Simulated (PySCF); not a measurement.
(1S)-1-bromo-1-chloroethane (C₂H₄BrCl), SMILES C[C@@H](Cl)Br.

Geometry optimised at PBE0-D3(BJ)/def2-SVP.

All values below come from PBE0-D3(BJ)/def2-SVP in PySCF.

Frequencies are harmonic and unscaled.

```json
[
 {"mode": "1", "ν (cm⁻¹)": "225", "IR (km/mol)": "0.5", "Raman (Å⁴/amu)": "5.0", "depolarisation": "0.54", "moving atoms (share of kinetic energy)": "Cl 56 %, Br 30 %, C 12 %"},
 {"mode": "2", "ν (cm⁻¹)": "274", "IR (km/mol)": "0.6", "Raman (Å⁴/amu)": "0.8", "depolarisation": "0.66", "moving atoms (share of kinetic energy)": "H 67 %, C 22 %"},
 {"mode": "3", "ν (cm⁻¹)": "298", "IR (km/mol)": "0.8", "Raman (Å⁴/amu)": "1.3", "depolarisation": "0.55", "moving atoms (share of kinetic energy)": "H 60 %, C 25 %, Br 10 %"},
 {"mode": "4", "ν (cm⁻¹)": "384", "IR (km/mol)": "4.5", "Raman (Å⁴/amu)": "3.0", "depolarisation": "0.26", "moving atoms (share of kinetic energy)": "C 53 %, H 23 %, Cl 20 %"},
 {"mode": "5", "ν (cm⁻¹)": "585", "IR (km/mol)": "23.9", "Raman (Å⁴/amu)": "12.3", "depolarisation": "0.16", "moving atoms (share of kinetic energy)": "C 69 %, H 19 %, Br 9 %"},
 {"mode": "6", "ν (cm⁻¹)": "701", "IR (km/mol)": "74.3", "Raman (Å⁴/amu)": "7.4", "depolarisation": "0.65", "moving atoms (share of kinetic energy)": "C 62 %, Cl 22 %, H 16 %"},
 {"mode": "7", "ν (cm⁻¹)": "986", "IR (km/mol)": "10.5", "Raman (Å⁴/amu)": "3.0", "depolarisation": "0.61", "moving atoms (share of kinetic energy)": "H 70 %, C 30 %"},
 {"mode": "8", "ν (cm⁻¹)": "1060", "IR (km/mol)": "38.3", "Raman (Å⁴/amu)": "2.2", "depolarisation": "0.69", "moving atoms (share of kinetic energy)": "H 68 %, C 32 %"},
 {"mode": "9", "ν (cm⁻¹)": "1113", "IR (km/mol)": "4.8", "Raman (Å⁴/amu)": "1.1", "depolarisation": "0.69", "moving atoms (share of kinetic energy)": "C 70 %, H 30 %"},
 {"mode": "10", "ν (cm⁻¹)": "1215", "IR (km/mol)": "44.2", "Raman (Å⁴/amu)": "7.6", "depolarisation": "0.64", "moving atoms (share of kinetic energy)": "H 88 %, C 12 %"},
 {"mode": "11", "ν (cm⁻¹)": "1290", "IR (km/mol)": "11.1", "Raman (Å⁴/amu)": "3.4", "depolarisation": "0.68", "moving atoms (share of kinetic energy)": "H 79 %, C 21 %"},
 {"mode": "12", "ν (cm⁻¹)": "1392", "IR (km/mol)": "13.2", "Raman (Å⁴/amu)": "3.8", "depolarisation": "0.65", "moving atoms (share of kinetic energy)": "H 74 %, C 26 %"},
 {"mode": "13", "ν (cm⁻¹)": "1449", "IR (km/mol)": "10.7", "Raman (Å⁴/amu)": "13.2", "depolarisation": "0.75", "moving atoms (share of kinetic energy)": "H 97 %"},
 {"mode": "14", "ν (cm⁻¹)": "1456", "IR (km/mol)": "2.7", "Raman (Å⁴/amu)": "11.4", "depolarisation": "0.75", "moving atoms (share of kinetic energy)": "H 96 %"},
 {"mode": "15", "ν (cm⁻¹)": "3068", "IR (km/mol)": "4.7", "Raman (Å⁴/amu)": "144.7", "depolarisation": "0.01", "moving atoms (share of kinetic energy)": "H 97 %"},
 {"mode": "16", "ν (cm⁻¹)": "3167", "IR (km/mol)": "0.5", "Raman (Å⁴/amu)": "107.5", "depolarisation": "0.46", "moving atoms (share of kinetic energy)": "H 91 %, C 9 %"},
 {"mode": "17", "ν (cm⁻¹)": "3172", "IR (km/mol)": "2.8", "Raman (Å⁴/amu)": "92.2", "depolarisation": "0.64", "moving atoms (share of kinetic energy)": "H 91 %, C 9 %"},
 {"mode": "18", "ν (cm⁻¹)": "3188", "IR (km/mol)": "2.3", "Raman (Å⁴/amu)": "34.7", "depolarisation": "0.40", "moving atoms (share of kinetic energy)": "H 91 %, C 9 %"}
]
```
